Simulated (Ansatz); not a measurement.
Two structures of CH$_{6}$Sn, singlet, reached by relaxing down either side of one saddle point (PBE0-D4/def2-TZVP). Energies are electronic, without zero-point energy. Program: Ansatz 0.2.0. Basis: def2-TZVPP and def2-QZVPP. Cores are frozen in the correlated methods. Filled d shells of the heavier atoms are correlated. Core potentials replace the inner electrons of the atoms past krypton. The def2 sets are not built for correlating such inner shells, so the correlated values are less sure here. Extrapolation: Hartree–Fock as exp(−7.88 √X), correlation as X^−2.97. First:

Sn1  (-0.695, 1.829, 0.425)
H2  (-0.218, -0.669, 0.053)
C3  (0.781, -0.762, -0.392)
H4  (0.946, -1.830, -0.537)
H5  (-2.097, 1.110, -0.387)
H6  (-1.093, 0.956, 1.917)
H7  (1.547, -0.372, 0.277)
H8  (0.830, -0.261, -1.358)
(Å)

Second:

```xyz
8
angstrom
Sn -0.8274 1.2824 0.4461
H 0.3524 -2.4533 -0.3145
C 0.7902 0.5067 -0.3140
H 0.3767 -3.1990 -0.3711
H -2.1708 1.7283 -0.4846
H -1.0426 1.5431 2.1061
H 1.6296 0.2355 0.3125
H 0.8919 0.3564 -1.3806
```

Question: Which bonds change from the first to the second?

Answer: SnH₂ + CH₄ → CH₄Sn ([CH2][SnH2]) + H₂; bonds formed: Sn1–C3, H2–H4; bonds broken: H2–C3, C3–H4.

Question: Give the saddle point's structure and its height above each. (An estimate is asked for; the value comes from the calculation.)

Answer: The calculation gives: 309.8 kJ/mol above the first and 120.6 kJ/mol above the second (CCSD(T) at an estimated basis limit (MP2 extrapolated from triple and quadruple zeta, plus CCSD(T) − MP2 in triple zeta)).
```
atom    x (Å)    y (Å)    z (Å)
 Sn1  -0.5897   1.4879   0.3568
  H2   0.0226  -1.2584  -0.0937
  C3   0.6707  -0.1425  -0.3024
  H4   0.5587  -1.9093  -0.3713
  H5  -2.0938   1.1983  -0.4725
  H6  -1.0221   1.0345   1.9820
  H7   1.5866  -0.2601   0.2745
  H8   0.8668  -0.1503  -1.3734
```

The search had been set up for a 1,2-elimination (forming H2–H4, breaking Sn1–H2, C3–H4); from that guess it ended on this step instead.

T1 diagnostic: at most 0.029. The T1 diagnostic is large here, which may signal multireference character or strong orbital relaxation, so CCSD(T) is less sure. The restricted Hartree–Fock reference is unstable towards an unrestricted one at one or more of these structures. The start structure is not quite a true minimum (one mode of 87i cm⁻¹).

Labels in which every atom is bracketed show which atoms are joined, not bond orders.

For scale, one of the runs: CCSD(T)/def2-TZVPP, 165 basis functions (an equivalent command: `ansatz run in.yaml --threads 2`). Hardware: 2 CPU threads, shared host. Wall time 37 s; peak host memory 1.5 GiB.
